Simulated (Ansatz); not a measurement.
AlF4, SMILES [F][Al-]([F])([F])[F], charge -1.

Coordinates come from a PBE-D3(BJ)/def2-SVPD optimisation. The isomer is the one that the SMILES or the coordinates give; other isomers of the formula were not compared.

Two levels are set side by side: PBE/def2-SVPD (Ansatz, a program for electronic structure) and CAM-B3LYP/def2-SVPD (Ansatz). Energy differences of separate SCF runs at the same geometry; the states with an electron removed or added have multiplicity 2. Differences are taken from unrounded values.

```
quantity                           CAM-B3LYP   PBE  PBE minus CAM-B3LYP
---------------------------------  ---------  ----  -------------------
vertical ionisation energy (eV)         8.44  6.95                -1.50
vertical singlet–triplet gap (eV)       8.97  7.28                -1.68
```
